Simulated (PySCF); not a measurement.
Harmonic spectrum computed at PBE0 in the def2-TZVP basis family (core potentials from Rb on, PySCF, no spin–orbit coupling):

```
symmetry  ω (cm⁻¹)  IR (km/mol)
      a'       143          7.5
     a''       452          102
      a'       528          161
      a'       705          109
      a'      1025          164
      a'      3951          201
```

Which molecule gave it? In each, all ligands are bound to the one heavy central atom.
A. WO(OH) (quartet)
B. HfO(OH) (doublet)
C. IO(OH) (singlet)
D. MoO(OH) (quartet)
E. ZrO(OH) (doublet)

A. It has Cs symmetry with O–H 0.956 Å, W–O 1.702 Å, W–O 1.901 Å.
